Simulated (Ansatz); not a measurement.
Calculated with Ansatz (gas phase, PBE0-D4/def2-TZVP geometries, no zero-point term in ΔE). CCSD(T)/CBS is the MP2 limit (def2-TZVPP, def2-QZVPP) plus CCSD(T) − MP2 in def2-TZVPP, frozen cores. This one scheme is used for every species. Functionals use def2-TZVPP. def2 core potentials past Kr. For Sn outer-core shells are correlated without core-valence functions, which leaves a few kJ/mol of doubt a bond. Each species was taken in one conformer, which may not be the lowest.

Consider the formal exchange of groups at the Sn–F bond: `[NH2][SnH]([OH])[F]` + `C=O` → `[NH2][SnH]([OH])[CH]=O` + H–F.

```csv
level,ΔE (kJ/mol)
revPBE-D4,83.2
BHLYP-D4,101.5
HF/def2-TZVPP,120.7
MP2/CBS(def2),92.0
```

Question: What does CCSD(T)/CBS give? (An estimate is asked.)

Answer: The calculation gave: +91.9 kJ/mol. The listed levels differ from it by -8.7, 9.6, 28.8, 0.1 kJ/mol.

Largest T1 diagnostic among the species: 0.015.

From PBE to PBE0 (25 % exact exchange), in def2-TZVPP and without D4, ΔE moves by +3.2 kJ/mol. The D4 term adds −6.5 kJ/mol with B3LYP and −3.7 kJ/mol with PBE0; it sums over pairs of atoms, weighted by their polarisabilities, and B3LYP, whose exchange is more repulsive, gets the larger term. In def2-TZVPP, CCSD(T) changes the Hartree–Fock value by −31.8 kJ/mol (the triples alone add −4.3 kJ/mol) and MP2 by −31.7 kJ/mol.

B3LYP here is the variant with VWN-RPA as its local correlation; programs differ in this.
